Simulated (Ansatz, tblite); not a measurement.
Forces on `Sc1ccc(-c2ccc(-c3ccc(-c4ccc(S)nc4)nc3)nc2)nc1` at its PBE-D4/def2-SVP geometry. Total charge 0; singlet.

The xTB rows come from tblite. Single mean-field runs in def2-TZVP are fitted with def2-universal-jkfit.

GFN2-xTB (tblite), largest force 1.00 eV/Å:

```xyz
40
positions Å, forces eV/Å
S     2.900   -7.878    4.337   -0.622    0.172    0.245
C     2.231   -6.410    3.612   -0.165    0.733   -0.468
C     0.981   -5.852    3.944    0.181   -0.010   -0.112
C     0.562   -4.686    3.300    0.151   -0.105   -0.019
C     1.395   -4.083    2.329    0.152   -0.264    0.103
C     1.020   -2.847    1.605   -0.088    0.190   -0.080
C     1.860   -2.330    0.594   -0.084    0.043    0.039
C     1.497   -1.169   -0.085   -0.055   -0.083    0.116
C     0.284   -0.519    0.247    0.028   -0.244    0.177
C    -0.179    0.712   -0.432   -0.046    0.189   -0.140
C    -1.354    1.365   -0.002    0.074    0.014   -0.084
C    -1.781    2.524   -0.646    0.114   -0.095   -0.021
C    -1.028    3.037   -1.729    0.156   -0.264    0.097
C    -1.412    4.265   -2.460    0.024    0.231   -0.234
C    -2.520    5.071   -2.110    0.003    0.091   -0.068
C    -2.815    6.213   -2.852    0.247   -0.180   -0.074
C    -1.981    6.530   -3.949    0.002   -0.520    0.466
S    -2.333    7.977   -4.911    0.768   -0.606   -0.199
N    -0.923    5.782   -4.301   -0.510   -0.305    0.774
C    -0.654    4.690   -3.577   -0.184    0.207   -0.012
N     0.094    2.408   -2.151   -0.421   -0.454    0.763
C     0.494    1.299   -1.530   -0.177    0.209   -0.044
N    -0.518   -1.005    1.222    0.800   -0.569   -0.124
C    -0.162   -2.115    1.868    0.040    0.205   -0.183
N     2.592   -4.629    2.013   -0.417   -0.541    0.681
C     2.994   -5.739    2.624   -0.274    0.255   -0.028
H     1.849   -8.126    5.167    0.416    0.115   -0.341
H     0.336   -6.325    4.700    0.400    0.252   -0.434
H    -0.416   -4.254    3.556    0.621   -0.292   -0.151
H     2.794   -2.865    0.370   -0.560    0.351    0.099
H     2.157   -0.767   -0.866   -0.407   -0.256    0.495
H    -1.909    0.930    0.842    0.300    0.309   -0.509
H    -2.698    3.026   -0.307    0.568   -0.321   -0.207
H    -3.158    4.815   -1.251    0.382    0.176   -0.533
H    -3.672    6.852   -2.591    0.572   -0.371   -0.227
H    -1.276    7.767   -5.746   -0.519    0.145    0.373
H     0.218    4.086   -3.877   -0.549    0.493    0.085
H     1.412    0.838   -1.935   -0.615    0.420    0.171
H    -0.862   -2.447    2.655    0.385    0.340   -0.561
H     3.981   -6.140    2.326   -0.692    0.337    0.167
```

r2SCAN-D4/def2-TZVP (Ansatz), largest force 0.62 eV/Å:

```
S -0.509 0.181 0.169
C -0.126 0.382 -0.220
C 0.084 0.021 -0.071
C 0.092 -0.054 -0.016
C -0.059 -0.229 0.213
C -0.029 0.234 -0.161
C -0.067 0.047 0.015
C -0.027 -0.064 0.075
C 0.205 -0.221 0.027
C -0.128 0.226 -0.099
C 0.044 0.033 -0.068
C 0.069 -0.069 0.001
C -0.049 -0.212 0.224
C -0.026 0.234 -0.184
C 0.031 0.040 -0.060
C 0.123 -0.081 -0.046
C -0.094 -0.244 0.313
S 0.467 -0.393 -0.099
N -0.215 -0.071 0.274
C -0.060 -0.128 0.171
N -0.171 -0.146 0.283
C -0.040 -0.110 0.128
N 0.303 -0.192 -0.072
C 0.129 -0.123 0.014
N -0.213 -0.158 0.263
C -0.098 -0.141 0.166
H 0.376 0.088 -0.296
H 0.335 0.234 -0.382
H 0.502 -0.235 -0.127
H -0.473 0.312 0.071
H -0.327 -0.211 0.405
H 0.247 0.273 -0.435
H 0.462 -0.264 -0.168
H 0.324 0.142 -0.442
H 0.441 -0.315 -0.147
H -0.378 0.106 0.272
H -0.476 0.391 0.103
H -0.498 0.277 0.190
H 0.355 0.211 -0.431
H -0.526 0.231 0.147
```

PBE0-D4/def2-TZVP (Ansatz), largest force 0.76 eV/Å:

```
S -0.591 0.275 0.147
C -0.168 0.487 -0.276
C 0.261 0.054 -0.205
C 0.256 -0.073 -0.103
C 0.120 -0.469 0.286
C -0.081 0.431 -0.277
C -0.248 0.066 0.127
C -0.181 -0.066 0.185
C 0.184 -0.446 0.228
C -0.207 0.420 -0.204
C 0.210 0.026 -0.202
C 0.221 -0.090 -0.108
C 0.129 -0.452 0.274
C -0.077 0.423 -0.305
C 0.178 0.032 -0.192
C 0.281 -0.167 -0.121
C 0.010 -0.362 0.318
S 0.546 -0.529 -0.054
N -0.453 -0.106 0.537
C -0.223 0.002 0.210
N -0.416 -0.191 0.536
C -0.211 -0.002 0.178
N 0.609 -0.276 -0.227
C 0.239 -0.032 -0.138
N -0.471 -0.214 0.465
C -0.301 -0.029 0.205
H 0.411 0.099 -0.326
H 0.352 0.249 -0.403
H 0.531 -0.236 -0.142
H -0.492 0.316 0.082
H -0.353 -0.217 0.424
H 0.263 0.274 -0.452
H 0.491 -0.271 -0.184
H 0.342 0.140 -0.460
H 0.468 -0.335 -0.156
H -0.417 0.113 0.303
H -0.501 0.397 0.124
H -0.529 0.290 0.211
H 0.384 0.217 -0.461
H -0.565 0.251 0.155
```
